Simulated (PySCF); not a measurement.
Excitations are Tamm–Dancoff values on a coarser integration grid. The basis has no diffuse functions, so Rydberg states are missing or too high.

Species: C₅H₆, SMILES `C(#C)C1CC1` (charge 0, multiplicity 1).

Question: Predict the LUMO, S1 excitation (TDA) and HOMO from TPSSh-D3(BJ)/def2-TZVP in PySCF.

Answer: 
| Item | Result |
|---|---|
| LUMO | 0.53 eV |
| S1 excitation (TDA) | 6.26 eV |
| HOMO | -6.48 eV |
